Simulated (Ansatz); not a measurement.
Relaxation of C2H7BO2 (12 atoms, charge 0, multiplicity 1), to a largest force component of 0.02 eV/Å in at most 50 steps.

Level of theory: RKS BHLYP-D4/def2-SVP (Ansatz 0.2.0).

```xyz
12
Properties=species:S:1:pos:R:3:forces:R:3
C -1.674 0.635 -0.438 -0.51 2.22 0.12
B -0.470 -0.131 -0.989 -2.39 -1.97 -3.06
O 0.856 0.210 -0.533 -0.23 1.69 1.47
C 1.285 -0.606 0.574 -1.58 -1.54 2.63
O 2.504 -0.316 1.003 0.99 3.13 1.01
H -1.596 1.774 -0.681 0.16 -1.54 0.44
H -1.783 0.547 0.652 -0.21 0.08 0.17
H -2.606 0.323 -0.946 0.50 -0.04 0.44
H 1.124 0.745 -1.322 1.41 -0.68 0.32
H 1.207 -1.690 0.304 0.22 1.10 -0.42
H 0.484 -0.472 1.445 1.34 0.12 -2.13
H 2.478 0.619 1.408 0.30 -2.59 -0.98
```

Problem. Where does it end, and by what steps?

Solution. The run converged. The force dipped under the threshold on the way, but the program's further checks kept it going. After 21 steps the energy has fallen by 2.263 eV; H12 moved furthest, 1.00 Å. Parted: B2–O3 (1.44 → 2.70 Å).

| step | energy less start (eV) | largest force component (eV/Å) | accepted |
| --- | --- | --- | --- |
| 0 | 0.0000 | 3.135 | yes |
| 1 | -1.1124 | 2.034 | yes |
| 2 | -1.6846 | 2.059 | yes |
| 3 | -1.9729 | 1.277 | yes |
| 4 | -2.0617 | 0.932 | yes |
| 5 | -2.1250 | 0.396 | yes |
| 6 | -2.1489 | 0.244 | yes |
| 7 | -2.1736 | 0.573 | yes |
| 8 | -2.1976 | 0.408 | yes |
| 9 | -2.2210 | 0.451 | yes |
| 10 | -2.2304 | 0.213 | yes |
| 11 | -2.2385 | 0.113 | yes |
| 12 | -2.2440 | 0.256 | yes |
| 13 | -2.2479 | 0.347 | yes |
| 14 | -2.2528 | 0.263 | yes |
| 15 | -2.2575 | 0.124 | yes |
| 16 | -2.2595 | 0.152 | yes |
| 17 | -2.2612 | 0.126 | yes |
| 18 | -2.2624 | 0.053 | yes |
| 19 | -2.2629 | 0.032 | yes |
| 20 | -2.2631 | 0.015 | yes |
| 21 | -2.2632 | 0.007 | yes |

```xyz
12
Properties=species:S:1:pos:R:3
C -2.098 0.551 -0.786
B -0.915 0.097 -1.645
O 1.052 0.697 0.106
C 1.469 -0.353 0.910
O 2.822 -0.605 0.798
H -1.905 1.565 -0.413
H -2.208 -0.122 0.074
H -3.025 0.542 -1.373
H 1.170 0.446 -0.816
H 0.967 -1.291 0.646
H 1.184 -0.076 1.933
H 3.298 0.187 1.044
```

Whether the end is a true minimum wasn't checked by a vibrational analysis.

The run took 96 s on 2 threads of AMD EPYC 7R43 64-Core Processor (Zen 3), on a shared host, peak memory 0.23 GiB.
